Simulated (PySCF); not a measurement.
Correlation energy of Zr (zirconium, neutral)

[Kr] 4d2 5s1 5p1, one real determinant (an excited configuration). All numbers are calculated (PySCF 2.14, scalar relativity by spin-free X2C-1e, in x2c-TZVPPall). Frozen: [Ar] 3d10; 12 electrons correlated.

| level | correlation energy (mhartree) |
| --- | --- |
| CCSD | -249.41 |
| (T) | -6.66 |
| CCSD(T) | -256.07 |

Diagnostics: T1 = 0.014, D1 = 0.0588, largest double amplitude 0.061.

The real determinant used has ⟨L²⟩ near 14 against 20 for a pure G term, so it mixes terms.

Cost of the coupled-cluster step: of the order of 28 core-seconds, for 12 correlated electrons.

Iterations:

```
CC2 = 0
CCSD nocc = (np.int64(8), np.int64(4)), nmo = (65, 65)
frozen orbitals [[0, 1, 2, 3, 4, 5, 6, 7, 8, 9, 10, 11, 12, 13], [0, 1, 2, 3, 4, 5, 6, 7, 8, 9, 10, 11, 12, 13]]
max_cycle = 100
direct = 0
conv_tol = 1e-08
conv_tol_normt = 1e-06
diis_space = 8
diis_start_cycle = 0
Init t2, MP2 energy = -0.232478142554757
Init E_corr(UCCSD) = -0.232478142560891
cycle = 1  E_corr(UCCSD) = -0.244257162995199  dE = -0.0117790204  norm(t1,t2) = 0.0475967
cycle = 2  E_corr(UCCSD) = -0.247703164371775  dE = -0.00344600138  norm(t1,t2) = 0.0198359
cycle = 3  E_corr(UCCSD) = -0.249344112961442  dE = -0.00164094859  norm(t1,t2) = 0.0122367
cycle = 4  E_corr(UCCSD) = -0.249192856040364  dE = 0.000151256921  norm(t1,t2) = 0.0065526
cycle = 5  E_corr(UCCSD) = -0.249232458521975  dE = -3.96024816e-05  norm(t1,t2) = 0.00430537
cycle = 6  E_corr(UCCSD) = -0.249427912195632  dE = -0.000195453674  norm(t1,t2) = 0.00215055
cycle = 7  E_corr(UCCSD) = -0.249403084911125  dE = 2.48272845e-05  norm(t1,t2) = 0.00113454
cycle = 8  E_corr(UCCSD) = -0.249406420956739  dE = -3.33604561e-06  norm(t1,t2) = 0.000603044
cycle = 9  E_corr(UCCSD) = -0.249414841357245  dE = -8.42040051e-06  norm(t1,t2) = 0.000314599
cycle = 10  E_corr(UCCSD) = -0.249414202735632  dE = 6.38621613e-07  norm(t1,t2) = 0.000230922
cycle = 11  E_corr(UCCSD) = -0.249414608855768  dE = -4.06120136e-07  norm(t1,t2) = 0.000186629
cycle = 12  E_corr(UCCSD) = -0.249413724933481  dE = 8.83922287e-07  norm(t1,t2) = 0.000148305
cycle = 13  E_corr(UCCSD) = -0.249413256525434  dE = 4.68408048e-07  norm(t1,t2) = 9.61559e-05
cycle = 14  E_corr(UCCSD) = -0.249413140164201  dE = 1.16361233e-07  norm(t1,t2) = 6.18289e-05
cycle = 15  E_corr(UCCSD) = -0.249413882371609  dE = -7.42207408e-07  norm(t1,t2) = 3.67237e-05
cycle = 16  E_corr(UCCSD) = -0.24941402520833  dE = -1.42836721e-07  norm(t1,t2) = 2.32565e-05
cycle = 17  E_corr(UCCSD) = -0.249413971618554  dE = 5.35897757e-08  norm(t1,t2) = 1.34072e-05
cycle = 18  E_corr(UCCSD) = -0.249414024550325  dE = -5.29317705e-08  norm(t1,t2) = 7.86181e-06
cycle = 19  E_corr(UCCSD) = -0.249414064390449  dE = -3.98401245e-08  norm(t1,t2) = 5.1708e-06
cycle = 20  E_corr(UCCSD) = -0.249414003975823  dE = 6.04146265e-08  norm(t1,t2) = 2.69883e-06
cycle = 21  E_corr(UCCSD) = -0.249413944003299  dE = 5.99725233e-08  norm(t1,t2) = 1.32291e-06
cycle = 22  E_corr(UCCSD) = -0.249413933568692  dE = 1.04346077e-08  norm(t1,t2) = 7.46568e-07
cycle = 23  E_corr(UCCSD) = -0.249413935583148  dE = -2.01445666e-09  norm(t1,t2) = 5.39531e-07
UCCSD converged
E(UCCSD) = -3596.403210157114  E_corr = -0.2494139355831484
UCCSD(T) correction = -0.00666330372054369
```

The basis was made for the ground configuration and has no added diffuse functions, which can raise the energy of the promoted electron.

The reference is one real determinant that mixes LS terms of this configuration.

This basis was not built for core-valence correlation, so the inner-shell part is incomplete.
